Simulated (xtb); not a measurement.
xtb input (GFN1-xTB):

```bash
xtb mol.xyz --gfn 1 --sp --chrg 1 --uhf 0
```
mol.xyz:
```
11

C     -2.01929663    -0.21652541    -0.34954538
O     -0.61520774    -0.58397291    -0.38728984
B      0.37347353     0.12203130     0.11007823
O      0.58151141     1.26588574     0.75232680
O      1.68469924    -0.57084777    -0.11305159
H     -2.38214786    -0.28847740     0.67384520
H     -2.14934163     0.79078257    -0.74216374
H     -2.54030479    -0.92866680    -0.98018628
H     -0.15961698     1.83656021     0.98512875
H      1.74111203    -1.41968481    -0.58287643
H      2.53068811    -0.19003824     0.17725061
```

Output:

```
           -------------------------------------------------
          |                Calculation Setup                |
           -------------------------------------------------

           -------------------------------------------------
          |                 G F N 1 - x T B                 |
           -------------------------------------------------

        Reference                      10.1021/acs.jctc.7b00118
      * Hamiltonian:
        H0-scaling (s, p, d)           1.850000    2.250000    2.000000
        zeta-weighting                 0.000000
      * Dispersion:
        s8                             2.400000
        a1                             0.630000
        a2                             5.000000
        s9                             0.000000
      * Repulsion:
        kExp                           1.500000
        rExp                           1.000000
      * Coulomb:
        alpha                          2.000000
        third order                    atomic
        anisotropic                    false
      * Halogen bond correction:
        rad-scale                      1.300000
        damping                        0.440000

          ...................................................
          :                      SETUP                      :
          :.................................................:
          :  # basis functions                  32          :
          :  # atomic orbitals                  32          :
          :  # shells                           22          :
          :  # electrons                        30          :
          :  # halogen bonds                     0          :
          :  max. iterations                   250          :
          :  Hamiltonian                  GFN1-xTB          :
          :  restarted?                      false          :
          :  GBSA solvation                  false          :
          :  PC potential                    false          :
          :  electronic temp.          300.0000000     K    :
          :  accuracy                    1.0000000          :
          :  -> integral cutoff          0.2500000E+02      :
          :  -> integral neglect         0.1000000E-07      :
          :  -> SCF convergence          0.1000000E-05 Eh   :
          :  -> wf. convergence          0.2000000E-04 e    :
          :  Broyden damping             0.4000000          :
          :  net charge                          1          :
          :  unpaired electrons                  0          :
          ...................................................

 iter      E             dE          RMSdq      gap      omega  full diag
   1    -20.5190822 -0.205191E+02  0.753E+00    9.70       0.0  T
   2    -20.6679023 -0.148820E+00  0.413E+00    8.51       1.0  T
   3    -20.6692516 -0.134936E-02  0.145E+00    7.53       1.0  T
   4    -20.6696317 -0.380043E-03  0.146E-01    7.21       1.0  T
   5    -20.6697343 -0.102610E-03  0.114E-01    7.28       1.0  T
   6    -20.6698879 -0.153576E-03  0.314E-02    7.32       1.0  T
   7    -20.6699011 -0.131896E-04  0.164E-03    7.33      18.4  T
   8    -20.6699011 -0.785711E-08  0.131E-03    7.33      23.0  T
   9    -20.6699011 -0.218329E-07  0.338E-04    7.33      89.2  T
  10    -20.6699011 -0.160533E-08  0.254E-05    7.33    1189.1  T
  11    -20.6699011 -0.157740E-11  0.194E-05    7.33    1558.0  T

   *** convergence criteria satisfied after 11 iterations ***

         #    Occupation            Energy/Eh            Energy/eV
      -------------------------------------------------------------
         1        2.0000           -1.0712760             -29.1509
       ...           ...                  ...                  ...
         9        2.0000           -0.7992339             -21.7483
        10        2.0000           -0.7802174             -21.2308
        11        2.0000           -0.7549136             -20.5422
        12        2.0000           -0.7439234             -20.2432
        13        2.0000           -0.7419263             -20.1888
        14        2.0000           -0.6679886             -18.1769
        15        2.0000           -0.6658096             -18.1176 (HOMO)
        16                         -0.3964412             -10.7877 (LUMO)
        17                         -0.3613791              -9.8336
        18                         -0.3139026              -8.5417
        19                         -0.2955860              -8.0433
        20                         -0.2882664              -7.8441
       ...                                ...                  ...
        32                          0.7220805              19.6488
      -------------------------------------------------------------
                  HL-Gap            0.2693684 Eh            7.3299 eV
             Fermi-level           -0.5311254 Eh          -14.4527 eV

 SCC (total)                   0 d,  0 h,  0 min,  0.010 sec
 SCC setup                      ...        0 min,  0.000 sec (  0.655%)
 Dispersion                     ...        0 min,  0.000 sec (  0.299%)
 classical contributions        ...        0 min,  0.000 sec (  0.131%)
 integral evaluation            ...        0 min,  0.002 sec ( 15.184%)
 iterations                     ...        0 min,  0.001 sec ( 14.445%)
 molecular gradient             ...        0 min,  0.007 sec ( 68.052%)
 printout                       ...        0 min,  0.000 sec (  1.164%)

         :::::::::::::::::::::::::::::::::::::::::::::::::::::
         ::                     SUMMARY                     ::
         :::::::::::::::::::::::::::::::::::::::::::::::::::::
         :: total energy             -20.503580323872 Eh    ::
         :: gradient norm              0.024754412680 Eh/a0 ::
         :: HOMO-LUMO gap              7.329887934914 eV    ::
         ::.................................................::
         :: SCC energy               -20.669901087426 Eh    ::
         :: -> electrostatic           0.194267047434 Eh    ::
         :: repulsion energy           0.168934518626 Eh    ::
         :: dispersion energy         -0.002613755073 Eh    ::
         :: halogen bond corr.         0.000000000000 Eh    ::
         :: add. restraining           0.000000000000 Eh    ::
         :: total charge               1.000000000000 e     ::
         :::::::::::::::::::::::::::::::::::::::::::::::::::::

           -------------------------------------------------
          |                Property Printout                |
           -------------------------------------------------

    * Orbital Energies and Occupations

         #    Occupation            Energy/Eh            Energy/eV
      -------------------------------------------------------------
         1        2.0000           -1.0712760             -29.1509
       ...           ...                  ...                  ...
         3        2.0000           -0.9918383             -26.9893
         4        2.0000           -0.9199079             -25.0320
         5        2.0000           -0.9156960             -24.9174
         6        2.0000           -0.8484091             -23.0864
         7        2.0000           -0.8380758             -22.8052
         8        2.0000           -0.8309944             -22.6125
         9        2.0000           -0.7992339             -21.7483
        10        2.0000           -0.7802174             -21.2308
        11        2.0000           -0.7549136             -20.5422
        12        2.0000           -0.7439234             -20.2432
        13        2.0000           -0.7419263             -20.1888
        14        2.0000           -0.6679886             -18.1769
        15        2.0000           -0.6658096             -18.1176 (HOMO)
Note: The following floating-point exceptions are signalling: IEEE_DENORMAL
normal termination of xtb
        16                         -0.3964412             -10.7877 (LUMO)
        17                         -0.3613791              -9.8336
        18                         -0.3139026              -8.5417
        19                         -0.2955860              -8.0433
        20                         -0.2882664              -7.8441
        21                         -0.2345754              -6.3831
        22                         -0.2233593              -6.0779
        23                         -0.1820550              -4.9540
        24                         -0.0266204              -0.7244
        25                          0.0587526               1.5987
        26                          0.0838196               2.2808
       ...                                ...                  ...
        32                          0.7220805              19.6488
      -------------------------------------------------------------
                  HL-Gap            0.2693684 Eh            7.3299 eV
             Fermi-level           -0.5311254 Eh          -14.4527 eV

  Mulliken/CM5 charges         n(s)   n(p)   n(d)
     1C     0.16766  0.05015   0.988  2.845  0.000
     2O    -0.44550 -0.46908   1.652  4.794  0.000
     3B     0.76826  0.63647   0.700  1.532  0.000
     4O    -0.53845 -0.67660   1.663  4.876  0.000
     5O    -0.47227 -0.77586   1.671  4.802  0.000
     6H     0.06049  0.12109   0.940  0.000  0.000
     7H     0.05381  0.11488   0.946  0.000  0.000
     8H     0.08116  0.14169   0.919  0.000  0.000
     9H     0.41080  0.59261   0.589  0.000  0.000
    10H     0.45579  0.63121   0.544  0.000  0.000
    11H     0.45824  0.63344   0.542  0.000  0.000

Wiberg/Mayer (AO) data.
largest (>0.10) Wiberg bond orders for each atom

 ---------------------------------------------------------------------------
     #   Z sym  total        # sym  WBO       # sym  WBO       # sym  WBO
 ---------------------------------------------------------------------------
     1   6 C    3.842 --     7 H    0.986     6 H    0.984     8 H    0.983
                             2 O    0.862
     2   8 O    2.238 --     3 B    1.243     1 C    0.862
     3   5 B    3.169 --     2 O    1.243     4 O    1.202     5 O    0.682
     4   8 O    2.128 --     3 B    1.202     9 H    0.816
     5   8 O    2.281 --    10 H    0.771    11 H    0.769     3 B    0.682
     6   1 H    1.001 --     1 C    0.984
     7   1 H    1.000 --     1 C    0.986
     8   1 H    1.004 --     1 C    0.983
     9   1 H    0.834 --     4 O    0.816
    10   1 H    0.797 --     5 O    0.771
    11   1 H    0.794 --     5 O    0.769
 ---------------------------------------------------------------------------

Topologies differ in total number of bonds
Writing topology from bond orders to xtbtopo.mol

 dipole moment from electron density (au)
     X       Y       Z
   1.1934  -0.2486  -0.0155  total (Debye):    3.099

           -------------------------------------------------
          | TOTAL ENERGY              -20.503580323872 Eh   |
          | GRADIENT NORM               0.024754412680 Eh/α |
          | HOMO-LUMO GAP               7.329887934914 eV   |
           -------------------------------------------------

------------------------------------------------------------------------
------------------------------------------------------------------------
 total:
 SCF:
```

It need not be the lowest isomer of its formula.
